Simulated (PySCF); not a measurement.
# Reading the logs of faulty runs: AlB2H5N cation

All numbers below are calculated, not measured. The program is PySCF 2.14.0, an open-source quantum chemistry code, run on an isolated molecule that a program drew, which may never have been made. The molecule is AlB2H5N cation (charge +1, singlet), drawn as the SMILES string `B[B+][NH][AlH2]`.

Each row is a Hartree-Fock (HF) and frozen-core CCSD(T) single point in the cc-pV(D+d)Z basis, meant for a local HF minimum. Run 1 is clean. Each other run has one planted mistake out of seven kinds, and not every kind appears here: one electron removed, one electron added, multiplicity raised by two, geometry at a saddle point, minimal basis STO-3G, one bond length entered in bohr, all coordinates scaled. The reference is restricted for singlets and unrestricted otherwise, and also for a bond in bohr. Adding or removing an electron swaps singlet and doublet. Electrons count all cores. HOMO and LUMO are orbital energies over both spins, the gradient is its largest component, and the lowest frequency (negative if imaginary) is given only where the gradient is small. Bond lengths are over the 8 bonds as drawn. T1 is the CCSD diagnostic: over 0.02 (restricted) or 0.045 (unrestricted) a single reference is doubtful.

Geometry of the clean run:
```xyz
9
AlB2H5N cation, angstrom
B    -3.2064    1.7795   -0.3065
B    -1.5081    1.6297   -0.4531
N    -0.2054    1.5598   -0.5658
Al    1.0289    3.0346   -0.6705
H    -3.6731    2.8721   -0.2676
H    -3.8564    0.7862   -0.2491
H     0.2064    0.6330   -0.6026
H     2.4970    2.5514   -0.7998
H     0.2587    4.3832   -0.6005
```

| run | electrons | basis functions | <S^2> | HOMO (eV) | LUMO (eV) | gradient (hartree/bohr) | lowest frequency (cm^-1) | mean bond (Å) | longest bond (Å) | T1 | HF (hartree) | CCSD(T) (hartree) | mistake |
|---|---|---|---|---|---|---|---|---|---|---|---|---|---|
| 1 | 34 | 90 | 0.000 | -16.69 | -4.40 | 3.6e-05 | 102 | 1.4305 | 1.926 | 0.0146 | -348.43368 | -348.85594 | no fault |
| 2 | 34 | 90 | 0.856 | -13.45 | -4.44 | 1.4e-02 | - | 1.6030 | 2.931 | 0.0515 | -348.33252 | -348.74205 | one bond length entered in bohr |
| 3 | 34 | 29 | 0.000 | -15.12 | -0.90 | 3.9e-02 | - | 1.4305 | 1.926 | 0.0196 | -344.27879 | -344.48541 | minimal basis STO-3G |
| 4 | 35 | 90 | 0.756 | -6.00 | 0.67 | 1.1e-01 | - | 1.4305 | 1.926 | 0.0183 | -348.62328 | -349.06673 | ? |

**Which mistake was planted in run 4, and what did it cost?**

It counts 35 electrons, one more than the clean run, at the same geometry and basis. So the mistake is: one electron added. Subtracting run 1 and multiplying by 627.51 kcal/mol a hartree, the energy moved by -119.0 kcal/mol in HF and -132.3 kcal/mol in CCSD(T).

Cautions from the logs. Run 2: T1 is over the limit, so its CCSD(T) energy is less reliable.
